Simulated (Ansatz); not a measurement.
Two isomers of CH6FNOSi: A = `NC(F)[SiH2]O`, B = `NC[SiH](O)F`.

Program: Ansatz. Geometries: PBE0-D4/def2-TZVP. ΔE: electronic, gas phase. CBS: MP2 limit from def2 TZ/QZ plus the TZ coupled-cluster correction, frozen cores. DFT in def2-TZVPP. B3LYP here is the variant with VWN-RPA as its local correlation; programs differ in this. Each species was taken in one conformer, which may not be the lowest.

A:

```xyz
11

N    -0.0887   -1.6173    0.4527
C     0.3537   -0.3272    0.7688
F    -0.1206    0.1289    2.0395
Si   -0.2347    0.9692   -0.4822
O     0.6359    0.7319   -1.8580
H     0.2478   -2.3345    1.0804
H    -1.0897   -1.6893    0.3386
H     1.4442   -0.3311    0.8587
H    -1.6945    0.7580   -0.7019
H    -0.0166    2.3337    0.0642
H     0.5630    1.3777   -2.5608
```

B:

```xyz
11

N    -1.342    0.563    0.181
C    -0.497   -0.339   -0.613
Si    1.269   -0.235    0.028
O     1.158    0.323    1.555
F     1.904   -1.701   -0.007
H    -1.204    1.526   -0.100
H    -2.324    0.359    0.042
H    -0.818   -1.367   -0.417
H    -0.569   -0.197   -1.700
H     2.195    0.608   -0.760
H     0.229    0.461    1.789
```

Problem. Which isomer does CCSD(T)/CBS put lower? Give the gap. (An estimate is asked.)

Solution. The calculation gave: B, by 52.9 kcal/mol.

Problem. Give E(B) − E(A) in kcal/mol with CCSD(T)/def2-TZVPP, CCSD/def2-TZVPP, B3LYP, B3LYP-D4, PBE-D4, PBE0-D4, r2SCAN-D4. (An estimate is asked.)

Solution. Computed: CCSD(T)/def2-TZVPP -52.3, CCSD/def2-TZVPP -52.6, B3LYP -49.4, B3LYP-D4 -49.7, PBE-D4 -47.7, PBE0-D4 -49.9, r2SCAN-D4 -50.5. None reverses the order clearly.

Largest T1 diagnostic: 0.012.

From PBE to PBE0 (25 % exact exchange), in def2-TZVPP and without D4, E(B) − E(A) moves by −2.2 kcal/mol. In def2-TZVPP, CCSD(T) changes the Hartree–Fock value by −0.7 kcal/mol (the triples alone add +0.3 kcal/mol) and MP2 by −2.8 kcal/mol.
